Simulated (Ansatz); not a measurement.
`CB(N)S` and `CB(N)Cl` differ in one atom or group.

Ansatz, PBE0-D4/def2-TZVP geometries, multiplicity 1. Each molecule was computed in one conformer, which needn't be the lowest.

```tsv
property	`CB(N)S`
HOMO–LUMO gap (PBE/def2-TZVPP) / eV	5.50
ideal-gas entropy at 298 K and 1 bar (rigid rotor, harmonic PBE0-D4/def2-TZVP) / J/(mol·K)	321
HOMO energy (B3LYP/def2-TZVPP) / eV	-6.82
LUMO energy (PBE0/def2-TZVPP) / eV	0.52
zero-point energy (PBE0-D4/def2-TZVP) / kJ/mol	204.8
LUMO energy (B3LYP/def2-TZVPP) / eV	0.19
```

Q: Give the same properties after the change, and the shifts. (An estimate is asked.)

A: Computed: 
```
                                                                                  property  `CB(N)Cl`  shift
                                                       HOMO–LUMO gap (PBE/def2-TZVPP) / eV       6.53   1.03
ideal-gas entropy at 298 K and 1 bar (rigid rotor, harmonic PBE0-D4/def2-TZVP) / J/(mol·K)        306    -15
                                                       HOMO energy (B3LYP/def2-TZVPP) / eV      -7.96  -1.14
                                                        LUMO energy (PBE0/def2-TZVPP) / eV       0.72   0.20
                                            zero-point energy (PBE0-D4/def2-TZVP) / kJ/mol      183.0  -21.8
                                                       LUMO energy (B3LYP/def2-TZVPP) / eV       0.40   0.21
```

With PBE0 the HOMO falls by 1.16 eV and the LUMO rises by 0.20 eV, so the gap widens by about 1.36 eV. PBE moves the HOMO by -1.00 eV and ωB97M-V by -1.26 eV. The zero-point energy changes by -21.8 kJ/mol with -3 modes. Modes under 60 cm⁻¹, often nearly free rotors, make the harmonic entropy too high.

B3LYP here is the variant with VWN-RPA as its local correlation; programs differ in this.
